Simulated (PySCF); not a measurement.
Molecule: SMILES O=Cc1ccccn1, C6H5NO.

Mapped SMILES: `[O:1]=[CH:2][c:3]1[cH:4][cH:5][cH:6][cH:7][n:8]1`; H(Xn) means a hydrogen on atom n.

Geometry PBE0-D3(BJ)/def2-SVP throughout; GIAO in PySCF 2.14, gas phase, one conformer, non-relativistic; equivalent atoms averaged; basis pcSseg-1.

For orientation, LDA gives these shifts δ (against TMS, NH3 at the same level): C7 160.0, C3 159.5, C5 145.1, C6 136.6, C4 129.5, N8 379.8, H(C2) 10.27, H(C7) 8.99, H(C6) 7.38 ppm.

A run gave: C7 155.7, C3 156.8, C5 142.1, C6 132.8, C4 127.2, N8 365.9, H(C2) 10.01, H(C7) 8.90, H(C6) 7.39 ppm (shifts δ (against TMS, NH3 at the same level)).

Question: Which functional was used in that run?
A. BHandHLYP
B. OPBE
C. mPW1PW91
D. WP04
E. B3LYP

Answer: C. N8 tells them apart best: mPW1PW91 gives 365.9, WP04 gives 358.5, OPBE gives 342.2, BHandHLYP gives 376.0, B3LYP gives 371.8 ppm.
